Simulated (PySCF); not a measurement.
**Zn (zinc, neutral) across methods**

[Ar] 3d10 4s1 4p1, high-spin 3P determinant (an excited configuration). All numbers are calculated (PySCF 2.14, scalar relativity by spin-free X2C-1e, in aug-cc-pwCVTZ-DK). The B2PLYP total includes its PT2 part (frozen core); its orbital energies are those of the SCF part.

| method | E (hartree) | mean ε 3d β (eV) | mean ε 4s α (eV) | mean ε 4p α (eV) | Σ⟨r²⟩ (bohr²) | ⟨S²⟩ |
| --- | --- | --- | --- | --- | --- | --- |
| B2PLYP | -1795.496 | -17.610 | -9.551 | -3.886 | 40.23 | 2.001 |
| PBE0 | -1795.528 | -14.706 | -8.744 | -3.308 | 39.98 | 2.002 |
| UHF | -1794.16727 | -22.518 | -10.993 | -5.259 | 40.42 | 2.002 |
| LDA | -1792.777 | -12.253 | -8.038 | -2.591 | 40.17 | 2.002 |
| revPBE | -1795.690 | -11.847 | -7.760 | -2.568 | 40.49 | 2.002 |
| r2SCANh | -1795.730 | -13.209 | -8.433 | -3.025 | 39.24 | 2.003 |
| PBE | -1795.529 | -11.934 | -7.830 | -2.576 | 40.47 | 2.002 |

Question: Estimate the same row for r2SCAN.

Answer: E (hartree) = -1795.750; mean ε 3d β (eV) = -12.104; mean ε 4s α (eV) = -8.085; mean ε 4p α (eV) = -2.757; Σ⟨r²⟩ (bohr²) = 39.26; ⟨S²⟩ = 2.003.
